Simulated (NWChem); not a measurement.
System: C2H8SSi; SMILES C[SiH](S)C

Excerpt of the output:

```
             Northwest Computational Chemistry Package (NWChem) 7.3.0
             --------------------------------------------------------

                             Geometry "geometry" -> ""
                             -------------------------

 Output coordinates in angstroms (scale by  1.889725989 to convert to a.u.)

  No.       Tag          Charge          X              Y              Z
 ---- ---------------- ---------- -------------- -------------- --------------
    1 Si                  14.0000    -0.39394900     0.38447700     0.00000000
    2 C                    6.0000     0.27078100     1.21420100    -1.54713900
    3 C                    6.0000     0.27078100     1.21420100     1.54713900
    4 S                   16.0000     0.04820000    -1.73248600     0.00000000
    5 H                    1.0000    -1.88799500     0.40763900     0.00000000
    6 H                    1.0000     1.37159900     1.17599000    -1.57216900
    7 H                    1.0000    -0.10698000     0.71356500    -2.45109900
    8 H                    1.0000    -0.03113900     2.27364800    -1.58284200
    9 H                    1.0000    -0.10698000     0.71356500     2.45109900
   10 H                    1.0000     1.37159900     1.17599000     1.57216900
   11 H                    1.0000    -0.03113900     2.27364800     1.58284200
   12 H                    1.0000     1.39071000    -1.57237200     0.00000000

 Effective nuclear repulsion energy (a.u.)     219.0024668231

                                 NWChem DFT Module
                                 -----------------

 Summary of "ao basis" -> "ao basis" (spherical)
 ------------------------------------------------------------------------------
       Tag                 Description            Shells   Functions and Types
 ---------------- ------------------------------  ------  ---------------------
 Si                         def2-svp                 8       18   4s3p1d
 C                          def2-svp                 6       14   3s2p1d
 S                          def2-svp                 8       18   4s3p1d
 H                          def2-svp                 3        5   2s1p

 in cosmo_initialize ...
 calling solv_data for solv:acetntrl

[...]

                                COSMO-SMD solvation results
                                ---------------------------

             internal energy in gas <Psi(g)|H|Psi(g)> =      -768.398985039911
         internal energy in solvent <Psi(s)|H|Psi(s)> =      -768.398126133378
                               delta internal energy  =         0.000858906533 (    0.54 kcal/mol)
   total free energy in solvent <Psi(s)|H+V/2|Psi(s)> =      -768.404211537014
 polarization energy contribution <Psi(s)|V/2|Psi(s)> =        -0.006085403636 (   -3.82 kcal/mol)
    total free energy in solvent including G(SMD-CDS) =      -768.404775192889
                       G(SMD-CDS) energy contribution =        -0.000563655875 (   -0.35 kcal/mol)
     1 M fixed-concentration free energy of solvation =        -0.005790152978 (   -3.63 kcal/mol)

                       DFT Final Molecular Orbital Analysis
                       ------------------------------------

 Vector   23  Occ=2.000000D+00  E=-3.756437D-01
              MO Center=  6.7D-02,  6.6D-01,  5.5D-08, r^2= 3.7D+00
   Bfn.  Coefficient  Atom+Function         Bfn.  Coefficient  Atom+Function
  ----- ------------  ---------------      ----- ------------  ---------------
    24      0.298935   2 C  pz               38      0.298935   3 C  pz
    10     -0.267949   1 Si pz               13     -0.185510   1 Si pz
    59     -0.184683   4 S  pz               27      0.174290   2 C  pz
    41      0.174290   3 C  pz               75     -0.156311   7 H  s
    85      0.156311   9 H  s                 7      0.149020   1 Si pz

 Vector   24  Occ=2.000000D+00  E=-3.590903D-01
              MO Center=  1.8D-02, -7.8D-01, -1.4D-08, r^2= 4.0D+00
   Bfn.  Coefficient  Atom+Function         Bfn.  Coefficient  Atom+Function
  ----- ------------  ---------------      ----- ------------  ---------------
    58      0.444680   4 S  py               55      0.344378   4 S  py
     9     -0.217486   1 Si py               52      0.195412   4 S  py
    50     -0.175026   4 S  s                23      0.140447   2 C  py
    37      0.140447   3 C  py               49     -0.129438   4 S  s
     6      0.119180   1 Si py               12     -0.117037   1 Si py

 Vector   25  Occ=2.000000D+00  E=-3.038280D-01
              MO Center=  6.6D-02, -1.3D+00,  2.4D-08, r^2= 2.8D+00
   Bfn.  Coefficient  Atom+Function         Bfn.  Coefficient  Atom+Function
  ----- ------------  ---------------      ----- ------------  ---------------
    59      0.620096   4 S  pz               56      0.412925   4 S  pz
    53      0.235313   4 S  pz               21      0.146218   2 C  s
    35     -0.146218   3 C  s                24      0.111991   2 C  pz
    38      0.111991   3 C  pz               23     -0.090019   2 C  py
    37      0.090019   3 C  py               10     -0.082829   1 Si pz

 Vector   26  Occ=0.000000D+00  E= 7.962428D-02
              MO Center=  1.0D+00, -9.6D-01, -6.9D-08, r^2= 4.6D+00
   Bfn.  Coefficient  Atom+Function         Bfn.  Coefficient  Atom+Function
  ----- ------------  ---------------      ----- ------------  ---------------
   101      1.157593  12 H  s                50     -0.983787   4 S  s
    57     -0.741183   4 S  px               21     -0.659753   2 C  s
    35     -0.659753   3 C  s                 4      0.581672   1 Si s
    12     -0.422724   1 Si py               71      0.415570   6 H  s
    91      0.415570  10 H  s                 3     -0.284794   1 Si s

[...]
```

Level: M06-2X/def2-SVP, SMD on the gas-phase geometry. Geometry: optimised at PBE0/def2-SVP. Solvent: acetonitrile.

**Question.** Reconstruct the input file.

**Answer.** This is not unique; one that fits is the input that was run:
```
start job
memory heap 200 mb stack 900 mb global 1100 mb
geometry units angstroms noautosym nocenter noautoz
  Si    -0.393949     0.384477     0.000000
  C      0.270781     1.214201    -1.547139
  C      0.270781     1.214201     1.547139
  S      0.048200    -1.732486     0.000000
  H     -1.887995     0.407639     0.000000
  H      1.371599     1.175990    -1.572169
  H     -0.106980     0.713565    -2.451099
  H     -0.031139     2.273648    -1.582842
  H     -0.106980     0.713565     2.451099
  H      1.371599     1.175990     1.572169
  H     -0.031139     2.273648     1.582842
  H      1.390710    -1.572372     0.000000
end
basis spherical
  Si library def2-svp
  C library def2-svp
  S library def2-svp
  H library def2-svp
end
dft
  xc m06-2x
  iterations 150
end
cosmo
  do_cosmo_smd true
  solvent acetntrl
end
task dft energy
```
